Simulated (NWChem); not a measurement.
System: SiNH$_{3}$, singlet; SMILES N[SiH]

The following NWChem deck was run.

```
start job
memory heap 200 mb stack 900 mb global 1100 mb
geometry units angstroms noautosym nocenter noautoz
  Si     0.116148    -0.687165     0.000000
  H     -1.409970    -0.886398     0.000000
  N      0.016964     1.028371     0.000000
  H     -0.830296     1.587874     0.000000
  H      0.849250     1.609980     0.000000
end
basis spherical
  Si library cc-pvtz
  H library cc-pvtz
  N library cc-pvtz
end
dft
  xc bhlyp
  iterations 150
end
tddft
  cis
  ecut -13.0
  nroots 6
  notriplet
end
task tddft energy
```

Low-valent species are run as closed-shell singlets; no triplet was tried in these runs. Coordinates come from a PBE0/def2-SVP optimisation.

Core excitations by TDA in a window of 1s orbitals, non-relativistic and unshifted: absolute energies depend strongly on the exact-exchange share.

**Question.** Predict the main results of this run. (BHandHLYP/cc-pVTZ, restricted-window TDA.) Quantities: first 1s excitation (eV); dipole oscillator strength of the first; first state with f > 0.002 (eV); dipole oscillator strength of that state.

**Answer.** 
```yaml
first 1s excitation (eV): 397.6
dipole_oscillator_strength_of_the_first: 0.0260
first state with f > 0.002 (eV): 397.6
dipole_oscillator_strength_of_that_state: 0.0260
```
